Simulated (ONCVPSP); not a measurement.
What one change does to a pseudopotential (molybdenum (Mo), ONCV)

ONCVPSP 4.0.1 input, shortened (lines: element, Z, core and valence counts, functional; n l f; lmax; l rc ep ncon nbas qcut; lloc lpopt rc5 dvloc0; l nproj debl; icmod fcfact rcfact), PBE, scalar-relativistic:

```
  Mo 42.00    6    4        4      upf
    1    0    2.00
    2    0    2.00
    2    1    6.00
    3    0    2.00
    3    1    6.00
    3    2   10.00
    4    0    2.00
    4    1    6.00
    4    2    5.00
    5    0    1.00
    2
    0    1.65    0.00    5    7    6.60
    1    1.90    0.00    4    9    5.80
    2    1.50    0.00    5    8    7.60
    4    5    1.05    0.00
    0    3    1.80
    1    3    2.40
    2    2    2.00
    3    1.50    1.40
```

All-electron outer shells of the reference configuration (PBE, scalar-relativistic, ld1.x):

| shell | level (eV) | outermost node (bohr) | outermost maximum (bohr) |
| --- | --- | --- | --- |
| 3d | -220.98 | – | 0.32 |
| 4s | -64.35 | 0.51 | 0.99 |
| 4p | -38.49 | 0.52 | 1.08 |
| 5s | -4.09 | 1.34 | 2.93 |
| 4d | -3.75 | 0.53 | 1.38 |

Change: all radii but the core radius scaled by about 0.79 (s 1.30, p 1.50, d 1.18 bohr); local potential polynomial inside 0.82 bohr (lpopt 5, dvloc0 0 Ha).

Cutoffs: the cutoffs (Ha) at which the residual kinetic energy of the hardest occupied pseudo-wave falls to 1 and 0.1 mHa per electron; they do not see the model core or the augmentation charge, which bear on the density cutoff. Errors are all-electron minus pseudo energies relative to the spin-unpolarised reference configuration.

Q: What does the change do?

A: The potential gets harder (24 Ha and 41 Ha → 76 Ha and 150 Ha); the lowest positive-energy flag moves from none to s at 52.1 eV; of the 4 tests that both files solve, the error grows in 2 and shrinks in 2 by more than 15 % and 0.3 meV (median size 1.2 → 1.7 meV); neither file shows a bound ghost. A smaller radius makes the pseudo-wave follow the all-electron one further in, where it bends more sharply, so more plane waves are needed.

| quantity | base | changed |
| --- | --- | --- |
| cutoff, loose | 24 Ha | 76 Ha |
| cutoff, tight | 41 Ha | 150 Ha |
| loose cutoff by channel | s 24 Ha, p 12 Ha, d 21 Ha | s 53 Ha, p 12 Ha, d 76 Ha |
| bound ghosts | none | none |
| GHOST(+) flags under 300 eV | none | s at 52.1 eV |
| error for 4s2 4p6 4d5 5s0, meV [ΔE 6.89 eV] | -1.7 | -1.4 |
| error for 4s2 4p6 4d4 5s0, meV [ΔE 22.35 eV] | -0.8 | +0.4 |
| error for 4s2 4p6 4d3 5s0, meV [ΔE 49.10 eV] | +1.8 | +3.2 |
| error for 4s2 4p6 4d4 5s2, meV [ΔE 0.20 eV] | +0.8 | +2.0 |
| rms error of d²Exc/dni dnj with the model core, mHa | 0.35 | 0.62 |
